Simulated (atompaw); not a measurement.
**Ranking PAW (atompaw) potentials for potassium (K)**

All share these settings but for the change named:

K (Z = 19), PAW, made with atompaw 4.2.0.5 (LDA (PW92), scalar-relativistic). Core [Ne], reference 3s2 3p6 4s0.5 4p0.5. Waves: 3s (bound); 4s (bound); 3p (bound); 4p (bound); 3d channel at 0.5 Ry; 3d channel at 2 Ry. Local part: troulliermartins scheme with l = 3 at 0 Ry, radius 1.60 bohr. Core correction: smooth core density matched at 1.40 bohr. Augmentation charge: gaussian compensation charge, radius 1.70 bohr; PAW radius 1.95 bohr; waves and projectors: bloechl.

Cutoff: the first of the cutoffs (Ry, on a coarse ladder) from which the occupation-weighted sum of valence levels, in a spherical-Bessel basis at the reference potential, stays within 10 and 1 mRy of its value at 400 Ry; the density cutoff is not measured.

The base gives 45 Ry.

Of 9 variants that were run, those that failed, showed a ghost or another fault, or gave nearly equal values are left out.

A variant can come out equal or close to the base.

(1) Rank these variants from softest to hardest (loose cutoff).
A. all radii scaled by about 1.28 (s 2.50, p 2.12, d 2.12 bohr); local potential troulliermartins scheme with l = 3 at 0 Ry, radius 2.04 bohr; augmentation gaussian compensation charge, radius 2.18 bohr; PAW radius 2.50 bohr; waves and projectors: bloechl; core correction smooth core density matched at 1.80 bohr
B. all radii scaled by about 1.11 (s 2.16, p 1.84, d 1.84 bohr); local potential troulliermartins scheme with l = 3 at 0 Ry, radius 1.78 bohr; augmentation gaussian compensation charge, radius 1.88 bohr; PAW radius 2.16 bohr; waves and projectors: bloechl; core correction smooth core density matched at 1.56 bohr
C. all radii scaled by about 0.86 (s 1.68, p 1.42, d 1.42 bohr); local potential troulliermartins scheme with l = 3 at 0 Ry, radius 1.38 bohr; augmentation gaussian compensation charge, radius 1.48 bohr; PAW radius 1.68 bohr; waves and projectors: bloechl; core correction smooth core density matched at 1.22 bohr
D. all radii scaled by about 1.07 (s 2.08, p 1.76, d 1.76 bohr); local potential troulliermartins scheme with l = 3 at 0 Ry, radius 1.70 bohr; augmentation gaussian compensation charge, radius 1.82 bohr; PAW radius 2.08 bohr; waves and projectors: bloechl; core correction smooth core density matched at 1.50 bohr

## Answers

(1) A (30 Ry), B (35 Ry), D (40 Ry), C (55 Ry).
